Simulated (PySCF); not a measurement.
Which determinant of InB lies lowest?

Unrestricted PBE0; PySCF, scalar-relativistic core potentials, basis sets In def2-SVP with ECP28, B def2-SVP. Outer shells of the fragments: In 4d10 5s2 5p1; B 2s2 2p1.

Followed along the bond (rough minima from three points):

```csv
2Ms+1,unpaired,⟨S²⟩ at the start,R at minimum (Å),Te (eV)
3,"σ ↑, π ↑",2.00,2.43,0.00
3,π ↑↑,2.05,2.23,0.07
1,"σ ↓, π ↑",1.01,2.44,0.19
1,π ↑↓,1.00,2.24,0.31
1,none,0.00,2.26,1.02
```

Solutions found at the starting distance of 2.205 Å, counted from the lowest of them; the search is not exhaustive and high or unbound solutions are not listed, so other states can lie among these:

```
2Ms+1    unpaired   term  E (eV)  ⟨S²⟩  ⟨Lz²⟩  μ (D)
    3        π ↑↑    ³Σ⁻    0.00  2.05   0.00  -2.34
    3    σ ↑, π ↑     ³Π    0.11  2.00   1.00  -1.23
    1        π ↑↓  mixed    0.24  1.00   2.01  -2.32
    1    σ ↓, π ↑  mixed    0.30  1.01   1.00  -1.36
    1        none  mixed    0.95  0.00   2.00  -2.02
    3  σ ↑↑, π ↑↓  mixed    2.33  3.01   2.01  -2.47
    3        π ↑↑  mixed    2.52  2.01   2.01  -0.02
    1  σ ↓↓, π ↑↑  mixed    2.80  2.00   0.00  -2.60
    3    σ ↑, π ↑  mixed    3.18  2.34   1.01  -2.65
    1    σ ↓, π ↑  mixed    3.81  1.04   1.01  -2.97
```

A term symbol is given only where ⟨S²⟩ and ⟨Lz²⟩ are close to those of a pure state; real π, δ and φ orbitals otherwise mix terms. A positive dipole means In(−)B(+).

Q: Compare the gap between the two lowest followed solutions at the starting distance with the gap between their minima.

A: At PBE0 the second solution (triplet, unpaired electrons π ↑↑) lies -0.11 eV from the first (triplet, unpaired electrons σ ↑, π ↑) at 2.205 Å and +0.07 eV at the minima; the two curves relax by different amounts, since their minima lie near 2.23 and 2.43 Å.

Spin–orbit coupling is left out. Counting both spins, an empty level lies below a filled one in some of these solutions, because spin and occupation are held.
